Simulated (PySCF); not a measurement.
Level of theory: TPSSh-D3(BJ)/def2-TZVP // PBE-D3(BJ)/def2-SVP in PySCF. Gas-phase values, no solvent. One relaxed conformer stands for a flexible species; it need not be the lowest. 

Reference species: [Hf(NH2)4] (neutral, multiplicity 1).

| Item | Result |
|---|---|
| coordination number | 4 |
| charge on the central atom (Mulliken) | 1.42 e |

Changed species: [Hf(Cl)2(NH2)2] (2 of 4 Cl replaced by NH2; the reference has 4 of 4 Cl replaced by NH2).

Q: Give the shifts of the coordination number and charge on the central atom (Mulliken).

A: the coordination number is nearly the same; the charge on the central atom (Mulliken) falls by 0.09 e, to 1.33 e.
